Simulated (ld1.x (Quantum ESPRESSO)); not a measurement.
**Before and after: ultrasoft potential for tin**

- Element: Sn
- Generator: ld1.x (Quantum ESPRESSO) 7.5
- Type: ultrasoft
- Functional: PBEsol
- Relativity: scalar-relativistic
- Frozen core: [Kr]
- Valence charge: 14
- Reference configuration: 4d10 5s1.75 5p2.25
- Partial waves: 5s (bound): rcut 1.60, rcutus 2.00 bohr; 5s channel at -0.25 Ry: rcut 1.60, rcutus 2.00 bohr; 5p (bound): rcut 1.55, rcutus 2.05 bohr; 5p channel at 1.95 Ry: rcut 1.55, rcutus 2.05 bohr; 4d (bound): rcut 1.35, rcutus 1.45 bohr; 4d channel at -1.5 Ry: rcut 1.35, rcutus 1.45 bohr
- Local potential: all-electron potential smoothed inside 1.20 bohr (lloc = -2)
- Core correction: none
- Augmentation charge: PSQ, inside the norm-conserving radii

Change: waves 5p (bound): rcut 1.55, rcutus 2.34 bohr; 5p channel at 1.95 Ry: rcut 1.55, rcutus 2.34 bohr.

Cutoffs: the cutoffs (Ry, on a coarse ladder) from which the occupation-weighted sum of valence levels, in a spherical-Bessel basis at the reference potential, stays within 10 and 1 mRy of its value at 400 Ry; they do not see the model core or the augmentation charge, which bear on the density cutoff. Errors are all-electron minus pseudo energies relative to the spin-unpolarised reference configuration.

Problem. What does the change do?

Solution. The potential gets neither clearly harder nor softer (70 Ry and 110 Ry → 70 Ry and 120 Ry); both files keep a bound ghost (s); of the 7 tests that both files solve, the error grows in 1 and shrinks in 0 by more than 15 % and 0.3 meV (median size 1.7 → 1.7 meV).

| quantity | base | changed |
| --- | --- | --- |
| cutoff, loose | 70 Ry | 70 Ry |
| cutoff, tight | 110 Ry | 120 Ry |
| bound ghosts | s | s |
| error for 4d10 5s2 5p2, meV [ΔE -1.73 eV] | +0.2 | +0.2 |
| error for 4d10 5s2 5p1, meV [ΔE 5.17 eV] | -1.7 | -1.7 |
| error for 4d10 5s2 5p0, meV [ΔE 19.14 eV] | -7.0 | -6.1 |
| error for 4d10 5s2 5p2.3, meV [ΔE -2.58 eV] | +0.5 | +0.5 |
| error for 4d10 5s0 5p4, meV [ΔE 12.52 eV] | +4.9 | +4.3 |
| error for 4d9 5s2 5p3, meV [ΔE 22.67 eV] | -52 | -58 |
| error for 4d10 5s1 5p2, meV [ΔE 12.86 eV] | -0.4 | -1.0 |
| lowest overlap eigenvalue by channel | s 0.39, p 0.54, d 0.89 | s 0.39, p 0.45, d 0.89 |

 A true bound ghost makes a file unfit for plane-wave use even where its test errors are small: the radial tests pick states by their node count and pass the ghost by.
